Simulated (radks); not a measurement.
The cobalt ion Co+, configuration [Ar] 3d8.

Calculated with a radial shooting solver on a logarithmic mesh with Libxc functionals: scalar-relativistic Kohn-Sham, r2SCAN, spin-polarised, spherical densities, finite nucleus; open shells are filled with parallel spins first; meta-GGA in the generalised Kohn-Sham scheme; Fermi nuclear charge, rms radius 3.7875 fm.

Energy parts (Ry):
part                       energy
total                 -2786.31063
kinetic                2822.32115
electron-nucleus      -6668.72608
Hartree                1179.39030
exchange-correlation   -119.29599

Orbitals (lengths in bohr, moments of r in powers of bohr):
| orbital | occ. | eigenvalue (Ry) | <r^2> | <1/r> |
|---|---|---|---|---|
| 1s up | 1 | -560.1710 | 0.004249 | 27.03 |
| 1s down | 1 | -560.1718 | 0.004249 | 27.03 |
| 2s up | 1 | -66.98260 | 0.07683 | 5.830 |
| 2s down | 1 | -66.89068 | 0.07668 | 5.835 |
| 2p up | 3 | -57.27199 | 0.06215 | 5.705 |
| 2p down | 3 | -57.20224 | 0.06200 | 5.710 |
| 3s up | 1 | -8.09352 | 0.6979 | 1.823 |
| 3s down | 1 | -7.89360 | 0.7013 | 1.817 |
| 3p up | 3 | -5.29959 | 0.8001 | 1.672 |
| 3p down | 3 | -5.10160 | 0.8071 | 1.665 |
| 3d up | 5 | -0.96971 | 1.653 | 1.250 |
| 3d down | 3 | -0.79537 | 1.904 | 1.208 |

The highest occupied level is 3d down at -10.822 eV. Spin moment in Bohr magnetons: 2. The electron density at the nucleus is 1.735e+04 e/bohr^3 (large components only).
